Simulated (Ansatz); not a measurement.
Gas-phase electronic energies from Ansatz, PBE0-D4/def2-TZVP geometries. CBS: MP2 limit from def2 TZ/QZ plus the TZ coupled-cluster correction, frozen cores. This one scheme is used for every species. DFT in def2-TZVPP. For Ga outer-core shells are correlated without core-valence functions, which leaves a few kJ/mol of doubt a bond. Scalar relativity is left out up to krypton. One conformer a species, not always the lowest.

Reaction (silylene formation by 1,1-elimination): `F[SiH](S)[GaH2]` → `[SH][GaH2]` + `F[SiH]`

CCSD(T)/CBS gives +41.4 kcal/mol.

Problem. Another level gave +34.0 kcal/mol. Which?
A. revPBE-D4/def2-TZVPP
B. B2PLYP/def2-TZVPP
C. BLYP/def2-TZVPP
D. PBE/def2-TZVPP

Solution. C. BLYP 34.0, B2PLYP 39.2, revPBE-D4 43.3, PBE 41.9 kcal/mol.

Largest T1 diagnostic among the species: 0.015.

From BLYP to BHLYP (50 % exact exchange), in def2-TZVPP and without D4, ΔE moves by +5.5 kcal/mol. The D4 term adds +3.6 kcal/mol with B3LYP and +2.0 kcal/mol with PBE0; it sums over pairs of atoms, weighted by their polarisabilities, and B3LYP, whose exchange is more repulsive, gets the larger term. Leaving LDA and LC-ωPBE aside and taking each functional with its dispersion term where it has one, the values, not all of them listed here, spread over 8.6 kcal/mol, from BLYP-D4 to r2SCAN0-D4. LDA lies +7.0 kcal/mol from PBE without D4.

CCSD(T)/CBS has its own doubt, a few kJ/mol and more with outer-core shells, so smaller differences from it don't rank the levels.

B3LYP here is the variant with VWN-RPA as its local correlation; programs differ in this.
